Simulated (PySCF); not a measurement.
# Computed records: AlBClFH, AlBFH4Si, CH4AlFSi

Calculation on a computer-drawn molecule: the log of a Hartree-Fock and frozen-core CCSD(T) single point meant for a local Hartree-Fock minimum, with one planted fault or none, to be diagnosed. Offsets are logged minus clean, where the clean run is the same molecule without the fault. The reference is restricted for singlets and unrestricted otherwise, and also for a bond in bohr or an excited solution. Adding or removing an electron swaps singlet and doublet. The excited solution moves the top pair (singlet) or top alpha electron (doublet) to the lowest empty orbital. Highest occupied and lowest empty are orbital energies over both spins, largest force is the largest gradient component, triples share is (T) over the correlation energy, the T1 limit is 0.02 restricted and 0.045 unrestricted, electrons count all cores, a negative frequency is imaginary (commonest isotopes), and the dipole is about the centre of nuclear charge. Program: PySCF 2.14.0.

Common to all runs: meant basis cc-pV(D+d)Z; logged SCF converged yes; logged CC converged yes; logged SCF stable within its kind yes; possible faults no fault, one electron removed, one electron added, multiplicity raised by two, geometry at a saddle point, SCF held on an excited solution, minimal basis STO-3G, one bond length entered in bohr, all coordinates scaled.

```yaml
- entry: 1
  formula: AlBClFH
  logged_structure:
    atoms_angstrom:
      - [F, -1.9936, -0.8823, 1.3885]
      - [Al, -1.1264, -1.6154, 0.2209]
      - [B, -1.4303, -0.2853, -1.5487]
      - [Cl, -1.6807, 0.7093, -2.805]
      - [H, -0.2533, -2.8808, 0.1111]
  given:
    meant_charge: 1
    meant_multiplicity: 1
    logged_electrons: 43
    logged_basis_functions: 79
    logged_spin_squared: 0.7841
    "logged_highest_occupied [eV]": -25.095
    "logged_lowest_empty [eV]": -15.864
    "logged_largest_force [hartree/bohr]": 0.08113
    logged_T1_diagnostic: 0.038676
    logged_D1_diagnostic: 0.19108
    logged_triples_share: 0.034337
    "logged_dipole_magnitude [debye]": 8.9412
    "logged_energy_HF [hartree]": -825.31566
    "logged_energy_CCSD(T) [hartree]": -825.78951
    drawn_bonds_atom: [1, 2, 3, 2]
    drawn_bonds_other_atom: [2, 3, 4, 5]
    drawn_bonds_order: [1, 1, 1, 1]
  results:
    planted_fault: "one electron removed"
    "HF_energy_offset_from_clean_run [kcal/mol]": 390.0
    "CCSD(T)_energy_offset_from_clean_run [kcal/mol]": 397.2
- entry: 2
  formula: AlBFH4Si
  logged_structure:
    atoms_angstrom:
      - [F, 0.4889, -0.4603, -2.4577]
      - [Al, 0.4687, 0.3076, -0.9867]
      - [B, 0.5651, -0.8812, 0.71]
      - [Si, 0.6619, -2.0742, 2.3309]
      - [H, 0.3781, 1.8761, -0.9884]
      - [H, 1.8587, -1.8016, 3.1631]
      - [H, 0.7424, -3.4619, 1.8079]
      - [H, -0.5365, -1.9533, 3.196]
  given:
    meant_charge: 0
    meant_multiplicity: 2
    logged_electrons: 46
    logged_basis_functions: 94
    logged_spin_squared: 0.0
    "logged_highest_occupied [eV]": -0.97589
    "logged_lowest_empty [eV]": 6.1097
    "logged_largest_force [hartree/bohr]": 0.044557
    logged_T1_diagnostic: 0.015778
    logged_D1_diagnostic: 0.04732
    logged_triples_share: 0.025327
    "logged_dipole_magnitude [debye]": 1.0107
    "logged_energy_HF [hartree]": -657.302
    "logged_energy_CCSD(T) [hartree]": -657.80333
    drawn_bonds_atom: [1, 2, 3, 2, 4, 4, 4]
    drawn_bonds_other_atom: [2, 3, 4, 5, 6, 7, 8]
    drawn_bonds_order: [1, 1, 1, 1, 1, 1, 1]
  results:
    planted_fault: "one electron added"
    "HF_energy_offset_from_clean_run [kcal/mol]": 2.635
    "CCSD(T)_energy_offset_from_clean_run [kcal/mol]": -20.31
- entry: 3
  formula: CH4AlFSi
  logged_structure:
    atoms_angstrom:
      - [F, -1.3426, -0.0324, -0.1061]
      - [Al, -0.651, 1.4588, 0.1429]
      - [C, 1.1878, 1.4884, 0.6339]
      - [Si, 2.129, 0.0845, 0.8215]
      - [H, -1.591, 2.7018, -0.0536]
      - [H, 1.6863, 2.4407, 0.8082]
      - [H, 1.5975, -1.2712, 0.6205]
      - [H, 3.5545, 0.0781, 1.1998]
  given:
    meant_charge: 0
    meant_multiplicity: 1
    logged_electrons: 46
    logged_basis_functions: 94
    logged_spin_squared: 2.0243
    "logged_highest_occupied [eV]": -6.3186
    "logged_lowest_empty [eV]": -0.32656
    "logged_largest_force [hartree/bohr]": 0.10147
    logged_T1_diagnostic: 0.014411
    logged_D1_diagnostic: 0.050115
    logged_triples_share: 0.020782
    "logged_dipole_magnitude [debye]": 2.713
    "logged_energy_HF [hartree]": -670.45135
    "logged_energy_CCSD(T) [hartree]": -670.95211
    drawn_bonds_atom: [1, 2, 3, 2, 3, 4, 4]
    drawn_bonds_other_atom: [2, 3, 4, 5, 6, 7, 8]
    drawn_bonds_order: [1, 1, 2, 1, 1, 1, 1]
  results:
    planted_fault: "multiplicity raised by two"
    "HF_energy_offset_from_clean_run [kcal/mol]": 48.08
    "CCSD(T)_energy_offset_from_clean_run [kcal/mol]": 69.71
```
